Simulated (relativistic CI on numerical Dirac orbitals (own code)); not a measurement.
## Pd2+: M2,3 absorption edge

Computed with this model: Dirac-Coulomb-Breit CI, orbitals from a KLI potential per configuration, model QED (radiative potential, 1s self-energy scaled to tabulated hydrogen-like ionisation energies), valence Slater integrals scaled by 0.8, multiplet model of core-to-valence dipole absorption; configurations [Kr] 4d8 → [Ne] 3s2 3p5 3d10 4s2 4p6 4d9; 10 K; Lorentzian 1.2 eV and Gaussian 0.4 eV FWHM. Energies are those of the free ion, without screening or charge transfer. The branching ratio is the share of the lower-energy edge in the whole absorption, uncertain by about 0.02 where the edges overlap. S is read from ⟨S²⟩ = S(S + 1).

Field parameters in Wybourne normalisation: D3d B²₀ = −7Dσ, B⁴₀ = −14Dq − 21Dτ, B⁴₃ = −14√(10/7) Dq. The field is a parameter set, without covalency.

Case free ion, the dichroism is that of the ground state at zero temperature, magnetised by exchange field 10 meV on Sz. The dichroism I(Δm = −1) − I(Δm = +1), over the sum of the three polarisations, integrates to -0.7035 on the lower edge and -0.0423 on the upper edge. The branching ratio is 0.958.

Use the orbital sum rule with 2 holes to get ⟨Lz⟩.

For a p → d edge ⟨Lz⟩ = 2 × n_h × (sum of both integrals) in this sign convention = -2.98; the ground state itself has ⟨Lz⟩ = -3.01 and ⟨Sz⟩ = -0.99. The rule assumes one radial integral for both edges, which relativistic orbitals only approach.
